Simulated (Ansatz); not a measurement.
`C[Si]1(Cl)CO1` + H₂O → `O[Si]1(Cl)CO1` + CH₄  (formal hydrolysis of the Si–C bond)

Isolated molecules relaxed with PBE0-D4/def2-TZVP in Ansatz; ΔE leaves out vibrations. CBS: MP2 limit from def2 TZ/QZ plus the TZ coupled-cluster correction, frozen cores. This one scheme is used for every species. DFT in def2-TZVPP. One conformer a species, not always the lowest.

```
             level  ΔE (eV)
            PBE-D4    -0.91
           ωB97X-V    -1.01
SCS-MP2/def2-TZVPP    -1.06
CCSD(T)/def2-TZVPP    -1.02
```

What does CCSD(T)/CBS give? (An estimate is asked.)

The calculation gave: -0.98 eV. The listed levels differ from it by 0.07, -0.03, -0.08, -0.04 eV.

Largest T1 diagnostic among the species: 0.012.

The D4 term adds +0.03 eV with B3LYP and +0.02 eV with PBE0; it sums over pairs of atoms, weighted by their polarisabilities, and B3LYP, whose exchange is more repulsive, gets the larger term. In def2-TZVPP, CCSD(T) changes the Hartree–Fock value by +0.17 eV (the triples alone add +0.02 eV) and MP2 by +0.16 eV.

B3LYP here is the variant with VWN-RPA as its local correlation; programs differ in this.
